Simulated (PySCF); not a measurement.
Isomers of C5H14As2.

All values: CAM-B3LYP/def2-SVPD (PySCF) at PBE0-D3(BJ)/def2-SVP geometries, gas phase, one conformer each. Core orbitals are frozen in the response; Δα² is half the sum of the squared differences of the principal polarisabilities. The calculation is non-relativistic, for arsenic too.

(1) Rank by dipole moment, lowest first.
A. `[CH3:1][CH2:2][CH2:3][C@H:4]([AsH2:5])[CH2:6][AsH2:7]` with C1–C2–C3–C4 -179°, C2–C3–C4–As5 70°, C3–C4–As5–H 179° and -89°, C3–C4–C6–As7 -52°, C4–C6–As7–H -159° and -67°
B. `[CH3:1][CH2:2][CH2:3][AsH:4][CH2:5][CH2:6][AsH2:7]` with C1–C2–C3–As4 63°, C2–C3–As4–C5 72°, C3–As4–C5–C6 156°, As4–C5–C6–As7 63°, C5–C6–As7–H 43° and -50°
C. `[CH3:1][CH:2]([CH3:3])[C@@H:4]([AsH2:5])[CH2:6][AsH2:7]` with C1–C2–C4–As5 -67°, C2–C4–As5–H -177° and -84°, C2–C4–C6–As7 52°, C4–C6–As7–H 65° and 158°

## Answers

(1) A (0.26 D), C (0.50 D), B (1.89 D).

All values together:

```json
{"SMILES": "CCC[AsH]CC[AsH2]", "μ (D)": "1.89", "HOMO (eV)": "-7.88", "LUMO (eV)": "0.95", "α (Å³)": "18.62", "Δα (Å³)": "5.84", "ΔSCF removal energy (eV)": "8.59"}
{"SMILES": "CC(C)[AsH]CC[AsH2]", "μ (D)": "1.82", "HOMO (eV)": "-7.99", "LUMO (eV)": "0.85", "α (Å³)": "18.84", "Δα (Å³)": "6.93", "ΔSCF removal energy (eV)": "8.65"}
{"SMILES": "CC(C)[C@@H]([AsH2])C[AsH2]", "μ (D)": "0.50", "HOMO (eV)": "-8.07", "LUMO (eV)": "0.82", "α (Å³)": "18.76", "Δα (Å³)": "5.33", "ΔSCF removal energy (eV)": "8.76"}
{"SMILES": "CCC[C@H]([AsH2])C[AsH2]", "μ (D)": "0.26", "HOMO (eV)": "-8.02", "LUMO (eV)": "0.81", "α (Å³)": "18.89", "Δα (Å³)": "5.47", "ΔSCF removal energy (eV)": "8.72"}
```

Conformers: `[CH3:1][CH2:2][CH2:3][AsH:4][CH2:5][CH2:6][AsH2:7]` with C1–C2–C3–As4 63°, C2–C3–As4–C5 72°, C3–As4–C5–C6 156°, As4–C5–C6–As7 63°, C5–C6–As7–H 43° and -50°; `[CH3:1][CH:2]([CH3:3])[AsH:4][CH2:5][CH2:6][AsH2:7]` with C1–C2–As4–C5 -48°, C2–As4–C5–C6 -173°, As4–C5–C6–As7 -63°, C5–C6–As7–H -72° and -165°; `[CH3:1][CH:2]([CH3:3])[C@@H:4]([AsH2:5])[CH2:6][AsH2:7]` with C1–C2–C4–As5 -67°, C2–C4–As5–H -177° and -84°, C2–C4–C6–As7 52°, C4–C6–As7–H 65° and 158°; `[CH3:1][CH2:2][CH2:3][C@H:4]([AsH2:5])[CH2:6][AsH2:7]` with C1–C2–C3–C4 -179°, C2–C3–C4–As5 70°, C3–C4–As5–H 179° and -89°, C3–C4–C6–As7 -52°, C4–C6–As7–H -159° and -67°.
